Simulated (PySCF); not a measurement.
trans-[RuO2Cl4]2-: 2 charge schemes on one density

Species: trans-[RuO2Cl4]2- (charge -2 and singlet state).
Structure used (PBE0-D3(BJ)/def2-SVP), in Å, numbered top down from 1:
```
atom  x, y, z in Å
Ru1    0.000    0.000    0.000
O2    -0.016   -0.010    1.693
O3     0.014    0.011   -1.693
Cl4    2.436    0.005    0.020
Cl5   -2.436   -0.006   -0.020
Cl6   -0.006    2.436    0.014
Cl7    0.007   -2.436   -0.014
```

Density: PBE0/pcSseg-1 (def2-TZVP on Ru) (PySCF); schemes: Mulliken and ESP-fitted. Whether so highly charged an anion holds all its electrons in the gas phase wasn't checked; a finite basis holds them in any case. The ion is multiply charged and computed without counter-ions or solvent. Atoms past krypton carry effective core potentials; spin–orbit coupling is left out. The pcSseg-1 basis has no diffuse functions, a weakness for an anion. The HOMO energy is positive at this level (+0.51 eV), so the outermost electrons may be held by the finite basis alone.

Task: Give the atomic charges in each scheme.

Result: In e; atoms taken as equivalent share a row and are averaged (×n: the atom named and its like, n in all):

```json
{"atom": "Ru1", "environment": "ruthenium bonded to 4 Cl and 2 O", "Mulliken": "+0.781", "ESP-fitted": "+0.789"}
{"atom": "O2/O3", "environment": "oxygen bonded to Ru", "Mulliken": "-0.476", "ESP-fitted": "-0.367"}
{"atom": "Cl4/Cl5/Cl6/Cl7", "environment": "chlorine bonded to Ru", "Mulliken": "-0.457", "ESP-fitted": "-0.513"}
```

Mean size of the charges over all atoms: ESP-fitted 0.511 e, Mulliken 0.509 e. Each set sums to the total charge, -2, to within 0.001 e. The ESP scheme is a least-squares fit of atom-centred charges to the potential on four shells outside the van der Waals surface, with the total charge fixed. The Mulliken scheme counts on each atom the diagonal of the density matrix times the overlap matrix over that atom's basis functions.

Lowest charge. The schemes don't all agree: Mulliken O2/O3 (-0.476); ESP-fitted Cl4/Cl5/Cl6/Cl7 (-0.513).

Highest charge. All schemes agree: Mulliken Ru1 (+0.781); ESP-fitted Ru1 (+0.789).

Task: How many electrons does the Mulliken scheme count on O2?

Result: Its own charge is -0.476 e, so Z − q = 8.476.

Task: Sum the charges by element, for elements with more than one atom.

Result: 
```
element  atoms  Mulliken  ESP-fitted
      O      2    -0.953      -0.735
     Cl      4    -1.828      -2.054
```
